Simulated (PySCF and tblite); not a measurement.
The numbers below are computed, except where a source is named.
C₅H₇BrO, numbered as in [O:1]=[C:2]1[CH2:3][CH2:4][C@H:5]([Br:6])[CH2:7]1.

Geometries GFN2-xTB; weights from PBE0-D3(BJ)/pcSseg-1 energies and GFN2-xTB thermal corrections, with symmetry numbers and mirror pairs. Conformers within 3 kcal/mol (GFN2-xTB free energy) were kept, 10 at most. GIAO shieldings: PBE0/pcSseg-1. Shifts are against TMS (¹H), TMS (¹³C) at the same level; of two unlike H on one atom, a is the less shielded. Programs: PySCF with density fitting and tblite.

Question: What shifts does this protocol give at 298.15 K under fast conformational exchange?

Answer: ¹H: 4.76 (H5, 1H), 2.85 (H3a, 1H), 2.66 (H7a, 1H), 2.62 (H7b, 1H), 2.42 (H4a, 1H), 2.33 (H4b, 1H), 2.18 (H3b, 1H) ppm. ¹³C: 218.5 (C2), 62.5 (C5), 52.7 (C7), 38.4 (C3), 38.2 (C4) ppm.

Question: How do the conformers differ?

Answer: The 5-ring runs over atoms 2–3–4–5–7.
```json
{"conformer": "1", "shape": "5-ring twist (ring torsions 31, -37, 29, -10, -13°)", "weight %": "81.7"}
{"conformer": "2", "shape": "5-ring twist (ring torsions -31, 39, -32, 13, 11°)", "weight %": "18.3"}
```

```csv
signal,1,2,average
H3a,2.95,2.38,2.85
H3b,2.18,2.15,2.18
H4a,2.47,2.19,2.42
H4b,2.25,2.67,2.33
H5,4.88,4.24,4.76
H7a,2.70,2.50,2.66
H7b,2.57,2.86,2.62
C2,218.9,216.7,218.5
C3,37.7,41.9,38.4
C4,38.0,39.2,38.2
C5,63.4,58.8,62.5
C7,52.6,53.0,52.7
```

Question: Which signal moves most, for its nucleus, between 150 and 400 K through the change of populations alone?

Answer: H5: 4.86 ppm at 150 K, 4.83 ppm at 200 K, 4.79 ppm at 250 K, 4.76 ppm at 298.15 K, 4.71 ppm at 400 K.

Spin–orbit effects of the heavy atoms on shieldings are missing. At a carbon that bears Br the missing effect is some 10 ppm, beside I tens of ppm. Shifts are unscaled: against experiment ¹³C can be off by 15 ppm or more and ¹H by 0.8 ppm.
